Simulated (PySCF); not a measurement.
## Basis set benchmark on one molecule

Molecule: `C1C(C(=O)C2CC2)C1`, C$_{7}$H$_{10}$O.

Structure with atom numbers: `[O:1]=[C:2]([CH:3]1[CH2:4][CH2:5]1)[CH:6]1[CH2:7][CH2:8]1`. Hydrogens are named by the atom that carries them. Ha(C4), Ha(C5), Ha(C7), Ha(C8) are cis to C2 on the ring; Hb(C4), Hb(C5), Hb(C7), Hb(C8) are trans to C2 on the ring.

Geometry PBE0-D3(BJ)/def2-SVP throughout; GIAO in PySCF, gas phase, one conformer, non-relativistic; equivalent atoms averaged; functional PBE0.

Reference values (measured; solution, not stated per compound (mostly CDCl3 or CCl4); Pretsch, Buehlmann, Badertscher, Structure Determination of Organic Compounds, 4th ed. (2009)): δ(H(C3)/H(C6)) = 1.70 ppm. Computed shifts are taken against TMS, calculated as an isolated molecule at each level.

How do the basis sets STO-3G, pcSseg-0, 6-31G, 6-31G*, cc-pVDZ, def2-SVP, pcSseg-1, aug-cc-pVDZ, 6-311+G(2d,p), def2-TZVP perform against the reference? Times are CPU seconds on shared hosts with different chips, so compare them loosely.

Results:


```csv
basis set,functions,H(C3)/H(C6),abs. error H,core-s
STO-3G,50,1.85,0.15,5.5
pcSseg-0,92,1.69,0.01,7.4
6-31G,92,1.85,0.15,11
6-31G*,132,1.78,0.08,17
cc-pVDZ,162,1.68,0.02,17
def2-SVP,162,1.70,0.00,15
pcSseg-1,186,1.80,0.10,24
aug-cc-pVDZ,274,2.02,0.32,38
"6-311+G(2d,p)",276,1.98,0.28,47
def2-TZVP,308,2.04,0.34,45
```

For ¹H the closest is def2-SVP (0.00 ppm, with pcSseg-0, cc-pVDZ practically level) and the furthest def2-TZVP (0.34 ppm). Where a smaller basis beats a larger one, errors probably cancel. One molecule is a small sample, and vibrational and solvent effects are absent from the calculation.

A small basis that lands close on one nucleus may do so by chance; judge by the trend and by all nuclei.
